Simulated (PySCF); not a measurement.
Z-matrix (Å, degrees):
```
Si
O 1 1.6677
H 2 0.9606 1 117.69
C 1 1.8752 2 104.86 3 -176.96
H 4 1.0905 1 111.21 2 -59.60
H 4 1.0914 5 108.35 1 122.10
H 4 1.0947 5 108.16 6 117.31
C 1 1.8866 2 110.54 3 -57.24
H 8 1.0915 1 111.89 2 62.17
H 8 1.0920 9 107.82 1 -121.84
H 8 1.0950 9 108.24 10 -117.02
```
Charge 0, spin multiplicity 2.

### Question
Estimate the dipole moment, total energy and highest occupied spin orbital that M06-2X/def2-TZVP // B3LYP-D3(BJ)/def2-TZVP run with PySCF 2.14.0 returns for this input.

### Answer

```json
{
 "dipole_moment": "1.20 D",
 "total_energy": "-445.1403 Ha",
 "highest_occupied_spin_orbital": "-6.20 eV"
}
```
